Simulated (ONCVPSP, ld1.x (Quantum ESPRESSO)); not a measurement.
## Potentials for Si compared

Generated with ld1.x 7.5 (TM, RRKJ, ultrasoft, PAW), atompaw 4.2 or ONCVPSP 4.0.1. The cutoff is in Ry: for ld1.x and atompaw files where the sum of valence levels is converged to 10 mRy in a Bessel basis, for ONCV files where the hardest occupied wave has 1 mHa per electron of residual kinetic energy. The error is the largest all-electron minus pseudo excitation energy over each file’s own four to seven test configurations (ionisations up to +4, promotions, holes and added fractions of an electron), all of which were solved. The labels leave out finer settings (local radius, basis sizes, second energies), which also bear on the numbers. Spin-polarised tests are not counted. The rows are a selection from randomly drawn settings: files with unsolved tests, undetermined cutoffs or missed reference levels are left out.

A true bound ghost makes a file unfit for plane-wave use even where its test errors are small: the radial tests pick states by their node count and pass the ghost by.

| potential | cutoff (Ry) | largest error (meV) | bound ghosts |
| --- | --- | --- | --- |
| ONCV, BLYP, scalar-relativistic, rc 1.65/2.05 (sp), local smoothed, core correction yes, reference 3s2 3p2, qcut 3/3.5, projectors 2/3 | 49 | +120 | p |
| RRKJ, LDA (PZ), scalar-relativistic, rc 1.65/2.10/1.95 (spd), local s, core correction no, reference 3s2 3p2 | 21 | +248 | none |
| ultrasoft, LDA (PZ), scalar-relativistic, rc 1.70/2.50/2.65 (spd), local smoothed, core correction no, reference 3s2 3p2 | 10 | +207 | none |
| ultrasoft, LDA (PZ), scalar-relativistic, rc 2.10/1.95 (sp), local smoothed, core correction yes, reference 3s2 3p2 | 8 | +183 | none |
| ONCV, Wu-Cohen, scalar-relativistic, rc 1.00/0.85/1.00 (spd), local smoothed, core correction yes, reference 2s2 2p6 3s2 3p2, qcut 14.3/15/8.8, projectors 2/2/2 | 194 | +2.4 | none |
| ONCV, PBEsol, non-relativistic, rc 1.90/1.70 (sp), local smoothed, core correction no, reference 3s2 3p2, qcut 2.7/4.5, projectors 2/2 | 47 | +51 | none |
| TM, PBEsol, scalar-relativistic, rc 1.65/1.70/1.70 (spd), local smoothed, core correction yes, reference 3s2 3p0 | 15 | +31 | none |

**Question.** Fill in the row for Si: TM, PBE, scalar-relativistic, rc 1.65/2.00 (sp), local smoothed, core correction no, reference 3s2 3p2.

**Answer.** cutoff 15 Ry, largest error +89 meV, bound ghosts: none.
